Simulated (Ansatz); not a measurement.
## C2HAlN+: where a starting geometry ends

The starting geometry of this gas-phase singlet was optimised with GFN2-xTB.

| atom | x (Å) | y (Å) | z (Å) |
| --- | --- | --- | --- |
| C | -1.9471 | -1.5340 | -0.2842 |
| C | -1.1828 | -0.9681 | -1.0891 |
| Al | 0.0707 | 0.1735 | -3.3999 |
| N | -0.3169 | -0.3807 | -1.7595 |
| H | -2.5327 | -1.9939 | 0.4677 |

Problem. Predict what it relaxes into with PBE0-D3(BJ)/def2-SVP.

Solution. It keeps its bonds.

The energy falls by 0.11 eV over 29 steps:

```json
{"step": "1", "E − E(last) (eV)": "0.107"}
{"step": "4", "E − E(last) (eV)": "0.020"}
{"step": "7", "E − E(last) (eV)": "0.019"}
{"step": "10", "E − E(last) (eV)": "0.019"}
{"step": "13", "E − E(last) (eV)": "0.019"}
{"step": "17", "E − E(last) (eV)": "0.014"}
{"step": "20", "E − E(last) (eV)": "0.008"}
{"step": "23", "E − E(last) (eV)": "0.001"}
{"step": "26", "E − E(last) (eV)": "0.000"}
{"step": "29", "E − E(last) (eV)": "0.000"}
```

Final geometry (Å):

```csv
atom,x (Å),y (Å),z (Å)
C,-1.7928,-1.8206,-0.2595
C,-1.1346,-0.9821,-1.0243
Al,0.0318,0.2111,-3.4975
N,-0.3507,-0.3365,-1.6830
H,-2.6625,-1.7751,0.3993
```

The end wasn't checked by frequencies. Run with Ansatz 0.2.0, 110 s on 1 thread of Intel(R) Xeon(R) Processor @ 2.50GHz (Skylake/Cascade Lake), on a shared host.
